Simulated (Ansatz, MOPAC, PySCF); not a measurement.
Donor–acceptor adduct: BBrH2 (SMILES BBr) (first 4 atoms) with NH3 (SMILES N); geometry from B3LYP-D3(BJ)/def2-TZVP, rigid monomers moved along the line of their centres of mass till B1···N5 is 2.76 Å.
(charge 0, multiplicity 1):
```xyz
8

B     -0.501    -0.659     2.174
Br     0.690     0.744     1.277
H     -0.029    -1.752     2.063
H     -1.641    -0.529     1.837
N     -0.871    -0.639     4.912
H     -1.430    -1.270     5.484
H      0.094    -0.673     5.234
H     -1.205     0.312     5.052
```

Monomers are frozen at their geometry in the pair; levels with a basis set take the counterpoise correction. Rows marked so take none.

Rows in 3-21G carry no dispersion term and start afresh at each structure; the Pople sets are all-electron and without relativity. The state reached by AM1, PM3 isn't checked.

The values were computed with Ansatz (an electronic-structure program) with Gaussian orbitals; MOPAC for AM1, PM3 (differences of heats of formation); PySCF for 3-21G rows, the dispersion terms. Each number belongs to the level named beside it.

One of these levels gives -199.2 meV for the interaction energy. Which?
A) PM3
B) r2SCAN-D4/def2-TZVPPD
C) AM1
D) B3LYP/3-21G (no counterpoise)

C, AM1. The others give -396.3 (PM3), -516.2 (r2SCAN-D4/def2-TZVPPD), -831.7 (B3LYP/3-21G (no counterpoise))
